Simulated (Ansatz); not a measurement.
Compare A (`C[CH2][SnH2][SiH3]`) with its isomer B (`[CH3][SnH]([CH3])[SiH3]`).

Calculated with Ansatz (gas phase, PBE0-D4/def2-TZVP geometries, no zero-point term in ΔE). CCSD(T)/CBS adds triple-zeta CCSD(T) − MP2 to the extrapolated MP2 energy (def2 sets, frozen cores). Functionals use def2-TZVPP. B3LYP here is the variant with VWN-RPA as its local correlation; programs differ in this. Elements past krypton have def2 core potentials. For Sn outer-core shells are correlated without core-valence functions, which leaves a few kJ/mol of doubt a bond. One conformer a species, not always the lowest.

A:

```xyz
14

C     0.777    1.838   -0.072
C     0.870    0.683   -1.056
Sn    0.500   -1.236   -0.145
Si   -1.831   -1.288    0.926
H     1.498    1.733    0.744
H    -0.215    1.907    0.381
H     0.978    2.796   -0.560
H     0.150    0.799   -1.870
H     1.861    0.633   -1.514
H     0.642   -2.478   -1.317
H     1.694   -1.510    1.055
H    -2.879   -1.076   -0.109
H    -1.959   -0.208    1.942
H    -2.086   -2.592    1.595
```

B:

```xyz
14

C    -0.902    0.142    1.892
Sn   -0.525    0.240   -0.219
C    -0.554   -1.751   -1.022
Si    1.736    1.366   -0.680
H    -0.117   -0.431    2.385
H    -1.862   -0.345    2.073
H    -0.929    1.144    2.321
H    -1.782    1.147   -0.959
H    -1.516   -2.220   -0.809
H     0.238   -2.347   -0.567
H    -0.403   -1.728   -2.101
H     2.010    1.441   -2.141
H     2.839    0.592   -0.045
H     1.769    2.748   -0.128
```

Problem. Which is lower in electronic energy at CCSD(T)/CBS, and by how much? (Best estimate.)

Solution. Ansatz gave: B, by 39.6 kJ/mol.

Problem. Give E(B) − E(A) in kJ/mol with MP2/def2-TZVPP, r2SCAN-D4, CCSD(T)/def2-TZVPP, B3LYP-D4, PBE-D4, HF/def2-TZVPP, PBE0-D4. (Best estimate.)

Solution. Computed: MP2/def2-TZVPP -40.6, r2SCAN-D4 -35.7, CCSD(T)/def2-TZVPP -36.4, B3LYP-D4 -34.3, PBE-D4 -33.6, HF/def2-TZVPP -31.6, PBE0-D4 -33.0. None reverses the order clearly.

Largest T1 diagnostic: 0.012.

In def2-TZVPP, CCSD(T) changes the Hartree–Fock value by −4.8 kJ/mol (the triples alone add −0.9 kJ/mol) and MP2 by −9.0 kJ/mol.
